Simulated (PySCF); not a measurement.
Simulation results for FH2Si, FH5NSi2, AlBFH4Si

Calculation on a computer-drawn molecule: the log of a Hartree-Fock and frozen-core CCSD(T) single point meant for a local Hartree-Fock minimum, with one planted fault or none, to be diagnosed. Offsets are logged minus clean, where the clean run is the same molecule without the fault. The reference is restricted for singlets and unrestricted otherwise, and also for a bond in bohr or an excited solution. Adding or removing an electron swaps singlet and doublet. The excited solution moves the top pair (singlet) or top alpha electron (doublet) to the lowest empty orbital. Highest occupied and lowest empty are orbital energies over both spins, largest force is the largest gradient component, triples share is (T) over the correlation energy, the T1 limit is 0.02 restricted and 0.045 unrestricted, electrons count all cores, a negative frequency is imaginary (commonest isotopes), and the dipole is about the centre of nuclear charge. Program: PySCF 2.14.0.

Common to all runs: meant basis cc-pV(D+d)Z; logged SCF converged yes; logged spin squared 0; logged CC converged yes; logged SCF stable within its kind yes; possible faults no fault, one electron removed, one electron added, multiplicity raised by two, geometry at a saddle point, SCF held on an excited solution, minimal basis STO-3G, one bond length entered in bohr, all coordinates scaled.

(1) FH2Si

Logged structure:
```xyz
4
FH2Si
F     -0.4810     1.0559     0.6438
Si     0.8880     1.0240     1.4680
H      1.2677    -0.3006     2.0528
H      1.6275     2.3226     1.5567
```

- meant charge: 1
- meant multiplicity: 1
- logged electrons: 24
- logged basis functions: 47
- logged highest occupied: -21.401 eV
- logged lowest empty: -6.4191 eV
- logged largest force: 0.031205 hartree/bohr
- logged T1 diagnostic: 0.017629
- logged D1 diagnostic: 0.048848
- logged triples share: 0.01882
- logged dipole magnitude: 4.5122 debye
- logged energy HF: -389.25955 hartree
- logged energy CCSD(T): -389.55443 hartree
- planted fault: all coordinates scaled, by +3.0 %
- HF energy offset from clean run: 1.951 kcal/mol
- CCSD(T) energy offset from clean run: 0.3115 kcal/mol

Drawn bonds:
```
atom  other atom  order
   1           2      1
   2           3      1
   2           4      1
```

(2) FH2Si

Logged structure:
```xyz
4
FH2Si
F     -0.4670     1.0251     0.6251
Si     0.8621     0.9942     1.4253
H      1.2307    -0.2919     1.9930
H      1.5801     2.2550     1.5114
```

- meant charge: 1
- meant multiplicity: 1
- logged electrons: 24
- logged basis functions: 16
- logged highest occupied: -19.642 eV
- logged lowest empty: -3.3057 eV
- logged largest force: 0.011932 hartree/bohr
- logged T1 diagnostic: 0.027368
- logged D1 diagnostic: 0.092233
- logged triples share: 0.072487
- logged dipole magnitude: 3.2525 debye
- logged energy HF: -384.57053 hartree
- logged energy CCSD(T): -384.66049 hartree
- planted fault: ?

Drawn bonds:
```
atom  other atom  order
   1           2      1
   2           3      1
   2           4      1
```

Notes: T1 above single-reference limit.

(3) FH5NSi2

Logged structure:
```xyz
9
FH5NSi2
F     -1.2967     3.3999     3.1855
Si    -0.3346     2.6853     2.0992
N     -1.0081     2.7255     0.5268
Si    -2.1190     1.6332    -0.2561
H     -0.1817     1.2929     2.5373
H      0.9232     3.4462     2.1193
H     -0.8503     3.5860     0.0277
H     -1.6802     1.3601    -1.6487
H     -2.1455     0.3819     0.5363
```

- meant charge: 0
- meant multiplicity: 2
- logged electrons: 50
- logged basis functions: 99
- logged highest occupied: -0.1288 eV
- logged lowest empty: 8.6887 eV
- logged largest force: 0.090466 hartree/bohr
- logged T1 diagnostic: 0.014054
- logged D1 diagnostic: 0.047698
- logged triples share: 0.022574
- logged dipole magnitude: 7.8325 debye
- logged energy HF: -734.72214 hartree
- logged energy CCSD(T): -735.34665 hartree
- planted fault: ?

Drawn bonds:
```
atom  other atom  order
   1           2      1
   2           3      1
   3           4      1
   2           5      1
   2           6      1
   3           7      1
   4           8      1
   4           9      1
```

(4) AlBFH4Si

Logged structure:
```xyz
8
AlBFH4Si
F      0.7443    -0.4241    -2.6804
Si     0.9288     0.7626    -1.6225
B     -0.6776     0.3700    -0.3324
Al    -2.4378    -0.1336     1.0036
H      0.6978     2.0747    -2.2278
H      2.1620     0.6170    -0.8481
H     -2.0275    -1.1060     2.1471
H     -3.7339     0.5913     0.5387
```

- meant charge: 1
- meant multiplicity: 1
- logged electrons: 44
- logged basis functions: 94
- logged highest occupied: -16.4 eV
- logged lowest empty: -5.7637 eV
- logged largest force: 1.987e-06 hartree/bohr
- logged lowest frequency: 24.379 cm⁻¹
- logged T1 diagnostic: 0.01465
- logged D1 diagnostic: 0.03291
- logged triples share: 0.019493
- logged dipole magnitude: 4.6227 debye
- logged energy HF: -657.01706 hartree
- logged energy CCSD(T): -657.4663 hartree
- planted fault: ?

Drawn bonds:
```
atom  other atom  order
   1           2      1
   2           3      1
   3           4      1
   2           5      1
   2           6      1
   4           7      1
   4           8      1
```

Questions
1. Which fault was planted in the run of FH2Si (entry 2)?
2. Which fault was planted in the run of FH5NSi2 (entry 3)?
3. Which fault was planted in the run of AlBFH4Si (entry 4)?

Answers
1. minimal basis STO-3G
2. one electron added
3. no fault

Further results for FH2Si (entry 2):

- HF energy offset from clean run: 2944 kcal/mol
- CCSD(T) energy offset from clean run: 3071 kcal/mol

Further results for FH5NSi2 (entry 3):

- HF energy offset from clean run: 19.41 kcal/mol
- CCSD(T) energy offset from clean run: -0.2218 kcal/mol

Further results for AlBFH4Si (entry 4):

* HF energy offset from clean run: 0 kcal/mol
* CCSD(T) energy offset from clean run: 0 kcal/mol
